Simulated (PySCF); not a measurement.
Species: H₉OPSi₃.
Numbering: `[SiH3:1][O:2][SiH2:3][SiH2:4][PH2:5]` (hydrogens: H6, H7, H8 on Si1; H9, H10 on Si3; H11, H12 on Si4; H13, H14 on P5)

Torsions of this conformer, `[SiH3:1][O:2][SiH2:3][SiH2:4][PH2:5]`: Si1–O2–Si3–Si4 -176°, O2–Si3–Si4–P5 -176°, H–P5–Si4–Si3 -74°, H–P5–Si4–Si3 -168°.

The closed-shell ground state was solved at several levels (PySCF, density fitting, gas phase, non-relativistic). The structure is a single PBE0-D3(BJ)/def2-SVP conformer in the gas phase; no vibrational or solvent corrections.

```
           level  basis functions  HOMO (eV)  LUMO (eV)  gap (eV)  dipole (D)
   BLYP/pcSseg-1              158      -6.36      -1.31      5.05        0.72
PBE0/aug-cc-pVDZ              212      -7.62      -0.90      6.72        0.63
   PBE0/pcSseg-0               79      -7.60      -0.57      7.03        1.46
LC-wPBE/pcSseg-1              158     -10.25       1.49     11.74        0.98
    LDA/pcSseg-1              158      -6.62      -1.76      4.86        0.87
    PBE0/cc-pVTZ              292      -7.62      -0.76      6.86        0.61
     PBE0/6-31G*              104      -7.54      -0.53      7.01        0.88
  PBE0/def2-TZVP              233      -7.62      -0.83      6.79        0.60
   BP86/pcSseg-1              158      -6.65      -1.58      5.07        0.82
```

Task: Estimate the row for B3LYP/pcSseg-1, a basis of 158 functions; the other rows only guide the guess.

Result: HOMO -7.41 eV, LUMO -0.83 eV, gap 6.58 eV, dipole 0.78 D.

Task: Over all these levels, which gives the widest orbital gap and which the narrowest?

Result: LC-wPBE/pcSseg-1 (range-separated hybrid) has the widest, 11.74 eV, and LDA/pcSseg-1 (LDA) the narrowest, 4.86 eV. The two share the basis. From the narrowest to the widest the HOMO moves by -3.63 eV and the LUMO by +3.25 eV.

Task: How much does the basis alone move the frontier levels among the 5 PBE0 rows?

Result: The HOMO by 0.08 eV and the LUMO by 0.37 eV. By rising basis size (HOMO, LUMO in eV): pcSseg-0 -7.60, -0.57; 6-31G* -7.54, -0.53; aug-cc-pVDZ -7.62, -0.90; def2-TZVP -7.62, -0.83; cc-pVTZ -7.62, -0.76.

Task: How far do the dipole and the HOMO energy spread over the levels?

Result: The dipole runs from 0.60 to 1.46 D (mean 0.83 D) and the HOMO from -10.25 to -6.36 eV.
